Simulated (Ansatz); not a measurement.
Cost and result for the atomization energy of BFH6OSi2 (`B[SiH2]O[SiH2]F`) (11 atoms, 10 bonds).

```json
{"atom": "B1", "x (Å)": "-1.680", "y (Å)": "-0.741", "z (Å)": "-0.906"}
{"atom": "Si2", "x (Å)": "-0.178", "y (Å)": "0.557", "z (Å)": "-1.175"}
{"atom": "O3", "x (Å)": "0.837", "y (Å)": "0.726", "z (Å)": "0.116"}
{"atom": "Si4", "x (Å)": "1.252", "y (Å)": "0.116", "z (Å)": "1.553"}
{"atom": "F5", "x (Å)": "1.578", "y (Å)": "-1.439", "z (Å)": "1.400"}
{"atom": "H6", "x (Å)": "-1.864", "y (Å)": "-1.347", "z (Å)": "0.108"}
{"atom": "H7", "x (Å)": "-2.448", "y (Å)": "-0.924", "z (Å)": "-1.806"}
{"atom": "H8", "x (Å)": "-0.745", "y (Å)": "1.902", "z (Å)": "-1.476"}
{"atom": "H9", "x (Å)": "0.636", "y (Å)": "0.134", "z (Å)": "-2.350"}
{"atom": "H10", "x (Å)": "0.133", "y (Å)": "0.225", "z (Å)": "2.517"}
{"atom": "H11", "x (Å)": "2.480", "y (Å)": "0.790", "z (Å)": "2.020"}
```

Total charge 0; spin multiplicity 1. All single points use the PBE0-D4/def2-TZVP geometry. It is one conformer, not always the lowest. Program: Ansatz. All runs use 4 threads of an Arm Neoverse V2 on a shared host. Times are those of one run each, without the atoms' runs, and a repeat can differ threefold. Electronic energies, without spin–orbit coupling; frozen cores. CCSD(T)/CBS adds CCSD(T) − MP2 in def2-TZVPP to the MP2 limit, and its time is that of the two runs behind it. T1 = 0.012. B3LYP takes the VWN-RPA correlation (the form of Gaussian; ORCA's B3LYP/G).

CCSD(T)/CBS is a level of theory with its own doubt, some kJ/mol a heavy atom from the limit and from the frozen cores, so smaller differences don't rank the functionals.

```csv
level,functions,wall time,atomization (kcal/mol),difference from CCSD(T)/CBS,per bond
PBE-D4/def2-TZVPP (with forces),261,2.8 s,919.3,-7.0,-0.7
PBE0-D4/def2-TZVPP,261,2.9 s,910.6,-15.7,-1.6
B3LYP-D4/def2-TZVPP (with forces),261,4.6 s,922.6,-3.7,-0.4
r2SCAN-D4/def2-TZVPP (with forces),261,4.6 s,925.0,-1.3,-0.1
B2PLYP/def2-TZVPP,261,5 s,914.6,-11.7,-1.2
ωB97X-V/def2-TZVPP,261,7 s,929.3,3.0,0.3
ωB97M-V/def2-TZVPP (with forces),261,11 s,925.7,-0.6,-0.1
MP2/def2-QZVPP,491,21 s,930.3,4.0,0.4
CCSD(T)/def2-TZVPP,261,2.5 min,901.4,-24.9,-2.5
CCSD(T)/CBS(def2),–,2.9 min,926.3,0.0,0.0
```

From PBE to PBE0 (25 % exact exchange), in def2-TZVPP and without D4, the atomization energy moves by −7.9 kcal/mol: exact exchange takes away binding that semilocal exchange gives to molecules. In def2-TZVPP, CCSD(T) changes the Hartree–Fock value by +190.8 kcal/mol (the triples alone add +9.1 kcal/mol) and MP2 by +204.5 kcal/mol; breaking electron pairs costs correlation energy, which Hartree–Fock lacks. The D4 term adds +8.7 kcal/mol with B3LYP and +4.6 kcal/mol with PBE0; it sums over pairs of atoms, weighted by their polarisabilities, and B3LYP, whose exchange is more repulsive, gets the larger term.
